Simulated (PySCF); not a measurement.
Species: C₃H₆BFSe.
Atom-mapped SMILES: `[BH2:1][C@@H:2]1[CH2:3][Se:4][C@@H:5]1[F:6]` (hydrogens: H7, H8 on B1; H9 on C2; H10, H11 on C3; H12 on C5)

The calculation used PySCF, PBE0-D3(BJ)/def2-SVP geometry optimisation, gas phase.

(1) List the bond lengths, angles and torsions at this level.

Answers

(1) 
```json
{"bond": "B1–C2", "length (bohr)": "2.945"}
{"bond": "C2–C3", "length (bohr)": "2.911"}
{"bond": "C3–Se4", "length (bohr)": "3.728"}
{"bond": "Se4–C5", "length (bohr)": "3.719"}
{"bond": "C5–F6", "length (bohr)": "2.581"}
{"bond": "C2–C5", "length (bohr)": "2.899"}
{"bond": "B1–H7, B1–H8", "length (bohr)": "2.284"}
{"bond": "C2–H9", "length (bohr)": "2.104"}
{"bond": "C3–H10", "length (bohr)": "2.075"}
{"bond": "C3–H11", "length (bohr)": "2.076"}
{"bond": "C5–H12", "length (bohr)": "2.079"}
```

Bonds in one row agree within 0.02 bohr and their mean is given. A selection of angles:
```json
{"angle": "C2–B1–H7", "degrees": "120.0"}
{"angle": "H7–B1–H8", "degrees": "119.5"}
{"angle": "B1–C2–C3", "degrees": "120.8"}
{"angle": "B1–C2–C5", "degrees": "117.9"}
{"angle": "B1–C2–H9", "degrees": "99.6"}
{"angle": "C3–C2–C5", "degrees": "100.6"}
{"angle": "C3–C2–H9", "degrees": "109.4"}
{"angle": "C5–C2–H9", "degrees": "108.1"}
{"angle": "C2–C3–Se4", "degrees": "92.0"}
{"angle": "C2–C3–H10", "degrees": "115.4"}
{"angle": "C2–C3–H11", "degrees": "114.5"}
{"angle": "Se4–C3–H10", "degrees": "113.1"}
{"angle": "Se4–C3–H11", "degrees": "111.5"}
{"angle": "H10–C3–H11", "degrees": "109.4"}
{"angle": "C3–Se4–C5", "degrees": "73.8"}
{"angle": "Se4–C5–F6", "degrees": "113.4"}
{"angle": "Se4–C5–H12", "degrees": "113.7"}
{"angle": "F6–C5–H12", "degrees": "107.5"}
{"angle": "C2–C5–Se4", "degrees": "92.3"}
{"angle": "C2–C5–F6", "degrees": "112.8"}
{"angle": "C2–C5–H12", "degrees": "116.7"}
```

Torsions: B1–C2–C3–Se4 -141° (anticlinal); C2–C3–Se4–C5 8° (synperiplanar); C3–Se4–C5–F6 109° (anticlinal); B1–C2–C5–Se4 143° (anticlinal).

B1 (three-coordinate boron) is planar (angles 120.3°, 120.0° and 119.5°, sum 359.8°, 0.04 Å off the plane of its three neighbours). Se4 (selenium bonded to 2 C) is bent (angle 73.8°). The 4-membered ring C2–C3–Se4–C5 has internal angles of 73.8° to 100.6° (sum 359°, against 360° for a flat polygon); it is slightly puckered (a soft mode that the optimisation may not have finished), 0.06 Å rms from its mean plane, widest ring torsion 10°.

Point group: C1 (no symmetry element, even within 0.4 Å). Whether it is a minimum is left open (no frequencies). One conformer, not necessarily the lowest (H–B1–C2–C3 -27° and 158°, B1–C2–C3–Se4 -141°, C2–C3–Se4–C5 8°, C3–Se4–C5–F6 109°, B1–C2–C5–Se4 143°).
